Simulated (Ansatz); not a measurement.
Frontier orbitals of `C[B-]1(Cl)OC(C(F)(F)F)=CC(C(F)(F)F)=[O+]1`.

```xyz
20

C     2.4420    1.4422    0.4178
B     1.4171    0.5073   -0.3164
Cl    1.9542   -0.1827   -1.9320
O     0.0982    1.2435   -0.5832
C    -0.9988    0.6168   -0.6217
C    -2.1721    1.4523   -1.1341
F    -3.2873    0.7287   -1.1861
F    -2.3777    2.4849   -0.3229
F    -1.9086    1.9103   -2.3496
C    -1.1736   -0.6855   -0.1878
C    -0.0905   -1.2382    0.4725
C    -0.2076   -2.5596    1.2325
F     0.7019   -3.4187    0.7952
F    -1.4130   -3.0988    1.0704
F    -0.0107   -2.3513    2.5303
O     1.0478   -0.6957    0.5606
H     3.3725    0.9085    0.6224
H     2.0467    1.8100    1.3695
H     2.6877    2.3069   -0.2024
H    -2.1281   -1.1808   -0.2350
```

Total charge 0; spin multiplicity 1. All single points use the PBE0-D4/def2-TZVP geometry. Basis def2-TZVPP, Ansatz.

| functional | HOMO (eV) | LUMO (eV) | gap (eV) |
| --- | --- | --- | --- |
| PBE | -7.00 | -4.52 | 2.48 |
| PBE0 | -8.35 | -3.79 | 4.56 |
| ωB97M-V | -10.59 | -1.67 | 8.92 |
| HF | -11.38 | -0.12 | 11.26 |

A quarter of exact exchange (PBE0) shifts PBE's HOMO by −1.35 eV and its LUMO by +0.73 eV; full exchange at long range (ωB97M-V) shifts them by −3.59 and +2.86 eV. The gap opens from 2.47 to 8.92 eV, since occupied levels lose self-interaction and empty ones feel all the electrons.
